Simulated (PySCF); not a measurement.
All values below come from TPSSh-D3(BJ)/def2-TZVP // CAM-B3LYP-D3(BJ)/def2-TZVP (PySCF 2.14.0). Gas-phase values, no solvent. One relaxed conformer stands for a flexible species; it need not be the lowest. Excitations are Tamm–Dancoff values on a coarser integration grid. The basis has no diffuse functions, so Rydberg states are missing or too high.

Reference species (SMILES): `C=C/C=C(\[SiH3])Cl` (C–C–C–C torsion 180°) (neutral, multiplicity 1).

```yaml
HOMO: -6.29 eV
T1 excitation (TDA): 2.97 eV
LUMO: -1.81 eV
```

After one change: the HOMO falls by 0.31 eV; the T1 excitation (TDA) increases by 0.05 eV; the LUMO falls by 0.24 eV.

**Question.** Name the change that produced these shifts. The new species is one of these.
(A) `C=C/C([SiH3])=C/Cl` (C–C–C–Si torsion 0°)
(B) `C=C/C([SiH3])=C\Cl` (C–C–C–Si torsion 0°)
(C) `C=C/C(Cl)=C\[SiH3]` (C–C–C–Cl torsion 0°)
(D) `C=C([SiH3])/C=C/Cl` (Si–C–C–C torsion 0°)

**Answer.** C, `C=C/C(Cl)=C\[SiH3]` (C–C–C–Cl torsion 0°)
